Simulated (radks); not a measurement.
N II, 6 electrons, occupied as [He] 2s2 2p2. Method: scalar-relativistic Kohn-Sham, PBE, spin-polarised, spherical densities, finite nucleus; open shells are filled with parallel spins first; Fermi nuclear charge, rms radius 2.5582 fm; computed with a radial shooting solver on a logarithmic mesh with Libxc functionals.

Normalised radial functions P(r) = r R(r), r in bohr:

r	1s up	2s down
0.01489	0.4727	0.1132
0.02034	0.6213	0.1486
0.02779	0.8053	0.1923
0.03766	1.0184	0.2423
0.05145	1.2636	0.2987
0.07029	1.5147	0.3533
0.09603	1.7332	0.3933
0.1312	1.8633	0.3984
0.1792	1.8425	0.3416
0.2448	1.6293	0.1967
0.3345	1.2410	-0.0476
0.457	0.7743	-0.3658
0.6243	0.3715	-0.6824
0.8529	0.1254	-0.8896
1.156	0.0275	-0.8921
1.579	0.0031	-0.6921
2.157	0.0001	-0.4033
2.947	0.0000	-0.1660
4.026	0.0000	-0.0430

1s up: eigenvalue -401.70 eV, 0 radial nodes, <r> = 0.230 bohr, 90 % of the charge inside 0.412 bohr. 2s down: eigenvalue -30.066 eV, 1 radial node at r = 0.317 bohr, <r> = 1.27 bohr, 90 % of the charge inside 2.01 bohr.
